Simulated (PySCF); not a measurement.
Gas-phase reaction: 3 GeF₂ + 3 Cl + CClF₃ → 3 GeF₃ + CCl₄

Method: PySCF energies (xtb for GFN2) plus ideal-gas RRHO corrections (1 bar). † marks an energy on the PBE0/def2-TZVP geometry and frequencies; other levels use their own. 6-31G* has spherical d functions here. Open shells (unrestricted): Cl (multiplicity 2, electronic degeneracy 6), GeF₃ (multiplicity 2); the rest are closed-shell singlets. GFN2 has no spin-polarisation term. Spin-orbit splitting is ignored; it lowers the true energy and changes the entropy of Cl. B3LYP is the form with VWN-RPA correlation. Ge: all electrons, no relativistic terms. GeF₃: computed as isolated molecules; such fragments, hydroxides, amides, oligomers or adducts are transient or little studied in the gas. The harmonic model lacks anharmonicity and excited electronic states, which grow with temperature; levels with a mode under 35 cm⁻¹ are left out.

| level | ΔE electronic, kJ | ΔH°(298 K), kJ | ΔS°(298 K), J/K | ΔG°(2500 K), kJ |
|---|---|---|---|---|
| B3LYP/6-31G* | -266 | -267 | -391 | 667 |
| B3LYP/def2-TZVP† | -321 | -320 | -394 | 624 |
| GFN2-xTB | -151 | -157 | -331 | 606 |
| HF/6-31G* | -153 | -152 | -402 | 815 |
| M06-2X/def2-TZVP† | -482 | -481 | -394 | 463 |
| PBE/def2-SVP | -375 | -376 | -387 | 547 |
| PBE0/def2-SVP† | -349 | -348 | -394 | 596 |
| r2SCAN/def2-TZVP† | -461 | -460 | -394 | 484 |
| LDA/def2-TZVP† | -545 | -544 | -394 | 401 |
| ωB97M-V/def2-TZVP† | -390 | -389 | -394 | 555 |
| ωB97X-V/def2-TZVP† | -404 | -403 | -394 | 541 |
ΔH° is lowest at LDA/def2-TZVP† and highest at HF/6-31G*. No reference value is set beside these.
